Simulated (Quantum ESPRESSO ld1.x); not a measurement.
Cd2+, configuration [Kr] 4d10.

Method: non-relativistic Kohn-Sham, PBE, spin-unpolarised, spherical densities, point nucleus; relativity is left out, which matters for an element this heavy; computed with ld1.x of Quantum ESPRESSO 7.5.

Energy parts (hartree):
part                      energy
total                  -5466.134
kinetic                 5463.908
electron-nucleus      -12982.011
Hartree                 2202.288
exchange-correlation    -150.319

Orbitals (lengths in bohr, moments of r in powers of bohr; <r^-3> diverges for s and p1/2):
orbital  occ.  eigenvalue (hartree)  <r^-3>      <r>      <r^4>
1s          2              -943.259       -  0.03171  4.577e-06
2s          2              -137.627       -   0.1373  0.0008349
2p          6              -128.347    3556   0.1173  0.0005498
3s          2              -26.0908       -   0.3712    0.03773
3p          6              -22.3211   632.9   0.3628    0.03722
3d         10              -15.3455   99.48   0.3346    0.03286
4s          2              -4.27746       -   0.9101      1.323
4p          6              -3.07165   106.7   0.9735      1.852
4d         10              -1.13389   10.53    1.242      6.535

The highest occupied level is 4d at -30.855 eV. The density falls to 0.001 e/bohr^3 at r = 3.22 bohr.
